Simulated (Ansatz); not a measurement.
Isolated molecules relaxed with PBE0-D4/def2-TZVP in Ansatz; ΔE leaves out vibrations. CBS: MP2 limit from def2 TZ/QZ plus the TZ coupled-cluster correction, frozen cores. Functionals use def2-TZVPP. B3LYP here is the variant with VWN-RPA as its local correlation; programs differ in this. For Ge outer-core shells are correlated without core-valence functions, which leaves a few kJ/mol of doubt a bond. Scalar relativity is left out up to krypton. Each species was taken in one conformer, which may not be the lowest.

`C[BH][GeH2][CH3]` + `CBBO` → `CBBOC` + `C[BH][GeH3]`  (substitution at a C–Ge bond)

```
          level  ΔE (kcal/mol)  difference from CCSD(T)/CBS
         PBE-D4           16.6                         -1.6
        PBE0-D4           17.1                         -1.1
       B3LYP-D4           15.8                         -2.4
        ωB97X-V           16.2                         -2.0
           PBE0           17.2                         -1.0
          B3LYP           16.0                         -2.2
CCSD/def2-TZVPP           17.7                         -0.5
  HF/def2-QZVPP           14.9                         -3.3
   HF/CBS(def2)           14.9                         -3.3
  MP2/CBS(def2)           20.1                          1.9
    CCSD(T)/CBS           18.2                            0
```

Largest T1 diagnostic among the species: 0.013.

In def2-TZVPP, CCSD(T) changes the Hartree–Fock value by +2.6 kcal/mol (the triples alone add +0.1 kcal/mol) and MP2 by +4.6 kcal/mol.
